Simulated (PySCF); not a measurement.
## Worked example: oscillator strength and radiative lifetime

B(F)2(NH2) (BF₂H₂N), SMILES NB(F)F.

Geometry: B3LYP-D3(BJ)/def2-SVP. The values are those of a single conformer.

TDDFT-ωB97X/def2-SVPD (PySCF) puts the first singlet state with f over 0.02 at 7.92 eV (vertical), with the transition dipole (0.543, 0.000, 0.000) in atomic units.

Task: Find the oscillator strength, the wavelength and the radiative lifetime that this transition would have in vacuum if emission retraced absorption.

Result: 
|μ|² = 0.2948 au, so |μ| = 1.38 D. ΔE = 7.92/27.211 = 0.2911 hartree. f = (2/3) ΔE |μ|² = 0.057 (the program prints 0.057).
λ = 1239.84/7.92 = 157 nm; ν = 63879 cm⁻¹.
Einstein's coefficient A = 0.6670 ν² f s⁻¹ (ν in cm⁻¹) = 1.6e8 s⁻¹, so τ = 1/A = 6.4 ns. This state is S1. The figure is the radiative limit of this one transition; relaxation, internal conversion, crossing to triplets and a medium change what is measured.
